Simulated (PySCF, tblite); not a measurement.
**Question.** What does the GFN2-xTB structure of `C[SiH2]C[C@@H]1S[C@@H]1F` look like in three dimensions?

**Answer.** 
Z-matrix in Å and degrees, rows numbered from 1:
```
C 
Si  1  1.8946
C   2  1.9182  1  110.31
C   3  1.4940  2  111.95  1   -56.89
S   4  1.8320  3  118.86  2   163.62
C   4  1.4799  3  120.47  2    87.77
F   6  1.3541  4  118.27  5  -110.02
H   1  1.0864  2  111.55  3   -51.42
H   1  1.0870  2  111.53  3    68.70
H   1  1.0858  2  110.97  3  -171.52
H   2  1.4696  1  110.18  3  -118.77
H   2  1.4653  1  111.50  3   118.51
H   3  1.0902  2  109.24  1  -177.87
H   3  1.0903  2  110.03  1    64.87
H   4  1.0856  3  115.34  2   -59.17
H   6  1.0861  4  121.90  5   108.25
```

The 2 C–S bonds span 1.794 Å (S5–C6, drawn single) to 1.832 Å (C4–S5, drawn single), a spread of 0.038 Å. Si2 (SiH2 silicon) is tetrahedral (angles from 106.8° to 111.5°). Of the pairs four or more bonds apart, F7···H14 is among the closest relative to their van der Waals radii: 2.54 Å, 95 % of the sum of Bondi's values. The 3-membered ring C4–S5–C6 has internal angles of 48.2° to 67.3°.

Computed geometry: GFN2-xTB, gas phase.

Point group: C1 (no symmetry element, even within 0.4 Å). Its GFN2-xTB frequencies are all real (lowest 35 cm⁻¹). One conformer, not necessarily the lowest (C1–Si2–C3–C4 -57°, Si2–C3–C4–S5 164°). 3 starts were optimised and ended at 0.00, 0.30 and 1.07 kcal/mol (GFN2-xTB); the lowest of these is shown.
